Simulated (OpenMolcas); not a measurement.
I5+: effect of the basis set

| Item | Value |
| --- | --- |
| Program | OpenMolcas |
| Method | SS-RASPT2, IPEA 0.25 Eh, imaginary shift 0.1 Eh (closed shells correlated: 4d) |
| Active space | 2 electrons in 9 orbitals (RAS2 5s 5p; RAS3 5d, at most 2 electrons) |
| State averaging | 2S+1 = 3 even, 3 roots; 2S+1 = 1 even, 7 roots; 2S+1 = 3 odd, 3 roots; 2S+1 = 1 odd, 3 roots |
| Spin-orbit coupling | state interaction with AMFI integrals over the reference wave functions, term energies averaged over their components |

A. ANO-R2 [7s6p4d2f1g], X2C, finite nucleus; CASPT2 step of the order of 7 core-seconds
B. ANO-RCC-VTZP [7s6p4d2f1g], DKH2, point nucleus; CASPT2 step of the order of 6 core-seconds
C. ANO-RCC-VQZP [8s7p5d3f2g], DKH2, point nucleus; CASPT2 step roughly 11 core-seconds
D. ANO-RCC [10s9p8d5f3g], DKH2, point nucleus; CASPT2 step roughly 28 core-seconds

Energies in eV above 5s² ¹S₀, the measured ground level; measured values from the list in Rauch et al., Astron. Astrophys. 606, A105 (2017).

```
         Level       A       B       C       D  Measured
       5s² ¹S₀  0.0000  0.0000  0.0000  0.0000    0.0000
    5s 5p ³P°₀  10.675  10.771  10.757  10.716   10.6212
    5s 5p ³P°₁  11.079  11.193  11.147  11.116   11.0670
    5s 5p ³P°₂  12.208  12.380  12.229  12.237   12.3594
    5s 5p ¹P°₁  15.531  15.735  15.590  15.574   15.7985
       5p² ³P₀  24.837  25.110  25.012  24.938   24.8074
       5p² ³P₁  25.716  26.045  25.851  25.816   25.8475
5p² ¹D₂ [61 %]  25.915  26.225  26.055  26.012   25.9662
```

Deviations, from unrounded energies. A percentage is the sum of absolute deviations over the sum of measured energies, with the sign that they share, or ± where signs differ.

```
           Against measurement  Levels     A     B     C     D
mean absolute deviation (cm-1)       7   800  1300   980   800
      other configurations (%)       7  ±0.6  ±0.9  ±0.7  ±0.6
```

A, D lie about equally close to measurement and B furthest from it. The largest miss of A in the table is 5s 5p ¹P°₁, by -2200 cm-1. The ranking rests on the paired levels alone, and a cruder setting can come out closer through cancelling errors.

The two smallest mean deviations differ by little beside CASPT2's spread within terms, so their order carries little weight.

Among A to D the level of the table that moves most is 5p² ³P₁, by 2700 cm-1 (lowest in A, highest in B). Moves below CASPT2's spread within the term are not significant.

Term energies are means over components that CASPT2 splits; among the terms shown or strongly mixed into the levels shown the widest spread is 19 cm-1 (5p² ¹D, C). Active for correlation alone: 5d; no level in the range computed is led by a configuration that fills it, so any true level of that kind is missing. Some terms mix strongly with configurations of 5d, whose occupation reaches 0.21 (5p² ¹D) (figures for A; the like holds for B, C, D). Computed and measured levels are paired by configuration, term and J; levels that our copy of the source lacks, or whose pairing is in doubt (as where it misses far off the trend of its configuration), stay unpaired and out of the deviations. Levels of configurations outside the active space are missing. Levels that lie high or do not pair safely by name in every column are left out.

A share in square brackets marks a mixed level and gives the weight of the term that names it, the lowest over the columns. ° marks odd parity.
